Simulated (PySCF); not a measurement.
# Two-dimensional NMR puzzle

Compound of formula C₆H₄N₂. Correlations simulated from computed shifts and couplings:

HSQC (one-bond C–H):
| δH | δC | ¹J(C,H) (Hz) |
| --- | --- | --- |
| 8.86 | 156.2 | 191 |
| 7.84 | 141.8 | 172 |
| 7.65 | 135.2 | 176 |
| 7.37 | 130.7 | 173 |

COSY cross peaks (|J| ≥ 2 Hz):
| δH | δH | abs. J (Hz) | bonds |
| --- | --- | --- | --- |
| 8.86 | 7.37 | 5.4 | 3 |
| 7.84 | 7.65 | 8.7 | 3 |
| 7.84 | 7.37 | 8.5 | 3 |

HMBC (two and three bonds, |J| ≥ 2.5 Hz):
| δH | δC [abs. J in Hz] |
| --- | --- |
| 8.86 | 141.8 [6.8], 139.7 [13.4], 130.7 [9.7] |
| 7.84 | 156.2 [7.2], 139.7 [8.2] |
| 7.65 | 130.7 [6.7], 122.8 [3.5] |
| 7.37 | 156.2 [4.0], 135.2 [7.1] |

Carbons without hydrogens: δ 139.7, 122.8.

No solvent model, one conformer, non-relativistic Hamiltonian. Shieldings: GIAO PBE0/pcSseg-1; PBE0-D3(BJ)/def2-SVP structure; spin–spin couplings from B3LYP/pcJ-1 (spin–dipole term only in couplings to heteroatoms); PySCF.

δ = σ(ref) − σ, references computed at the same level: ¹H, ¹³C against TMS.

Exchangeable hydrogens are left out of these lists, and C,H couplings along chains are those of one rotamer, so weak HMBC peaks may be missing or extra.

Q: Which molecule is this?

A: `N#Cc1ccccn1`.

Atom-mapped SMILES (the numbers label the heavy atoms): `[N:1]#[C:2][c:3]1[cH:4][cH:5][cH:6][cH:7][n:8]1`. Each H is labelled by its parent atom.

1. δC 156.2 is C7, an aromatic CH next to a ring nitrogen (δH 8.86).
2. δC 141.8 is C5, an aromatic CH (δH 7.84).
3. δC 139.7 is C3, a substituted aromatic carbon next to a ring nitrogen.
4. δC 135.2 is C4, an aromatic CH (δH 7.65).
5. δC 130.7 is C6, an aromatic CH (δH 7.37).
6. δC 122.8 is C2, a nitrile carbon.
7. HMBC from δH 8.86 reaches the proton-free carbon C3.
8. HMBC from δH 7.84 reaches the proton-free carbon C3.
9. HMBC from δH 7.65 reaches the proton-free carbon C2.
10. COSY links 8.86–7.37, 7.84–7.65, 7.84–7.37.

The data come from this structure; uniqueness wasn't tested.

Unscaled 3J(H,H) at this level run about 10 % above measured values. Shifts are as computed. Against solution values, carbons near 30 ppm lie about +2 ppm off and those near 130 ppm about +5 ppm. Of 1211 compounds with measured shifts, 218 miss one by over three times the rms of a fit or turn the order of signals round; such compounds aren't used in these exercises.
